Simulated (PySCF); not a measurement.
**Where the electron goes**

Species: C2H6SSi.
Atom-mapped SMILES: `[CH2:1]=[CH:2][S:3][SiH3:4]` (hydrogens: H5, H6 on C1; H7 on C2; H8, H9, H10 on Si4)

Cartesian coordinates in Å at the PBE0-D3(BJ)/def2-SVP level; atoms count from 1:
```xyz
10
C2H6SSi angstrom
C      1.521   -0.471    0.114
C      1.184    0.741   -0.335
S     -0.409    1.476   -0.491
Si    -1.733   -0.065    0.213
H      2.573   -0.762    0.141
H      0.795   -1.209    0.467
H      1.960    1.436   -0.674
H     -1.627   -1.299   -0.620
H     -1.456   -0.416    1.638
H     -3.086    0.543    0.080
```

The calculation used TDDFT CAM-B3LYP/def2-SVPD, vertical, gas phase, core orbitals frozen in the response (PySCF 2.14.0, density-fitted response routines).

Frontier orbitals with the atoms that hold most of them (Löwdin shares over 4%, at most four atoms; ? is withheld):

| orbital | ε (eV) | atoms |
| --- | --- | --- |
| HOMO-3 | -11.30 | Si4 23%, H10 21%, S3 17%, C2 16% |
| HOMO-2 | -10.58 | C2 29%, S3 20%, C1 18%, Si4 13% |
| HOMO-1 | -10.33 | ? |
| HOMO | -7.95 | S3 47%, C1 22%, C2 18%, Si4 6% |
| LUMO | ? | ? |
| LUMO+1 | 0.88 | C2 32%, C1 31%, S3 13%, Si4 6% |
| LUMO+2 | 1.16 | Si4 33%, S3 26%, C1 9%, H10 8% |

Question: Give the leading atoms of the HOMO-1.

Answer: S3 (bonded to C and Si) 60%; Si4 (bonded to S and 3 H) 17%; C2 (bonded to C, S and H) 9%.

Question: Which atoms hold the LUMO, and with what shares?

Answer: Si4 (bonded to S and 3 H) 32%; S3 (bonded to C and Si) 32%; H8 (bonded to Si) 12%; H9 (bonded to Si) 11%. By element: silicon 32%, sulfur 32%, hydrogen 23% or more.

Question: What is the LUMO energy, and the HOMO–LUMO gap?

Answer: ε(LUMO) = 0.82 eV; the gap is 8.77 eV (0.3221 hartree).

Question: How does S1 compare with the orbital gap of 8.77 eV?

Answer: S1 is at 5.53 eV (f = 0.0053), 3.24 eV below the gap, made of HOMO→LUMO (74%), HOMO→LUMO+3 (13%). Without the coupling terms of the response equations the lowest excitation would equal the gap.

Question: Give energy, strength and leading configuration of S1 and S2, and follow the Löwdin shares of the leading atoms from the occupied to the empty orbital.

Answer: 
- S1 (5.53 eV, f 0.0053), HOMO→LUMO (74%): S3 47% → 32%, C1 22% → at most 12%, Si4 6% → 32%
- S2 (5.90 eV, f 0.219), HOMO→LUMO+1 (96%): S3 47% → 13%, C1 22% → 31%, C2 18% → 32%

One conformer stands for the species.
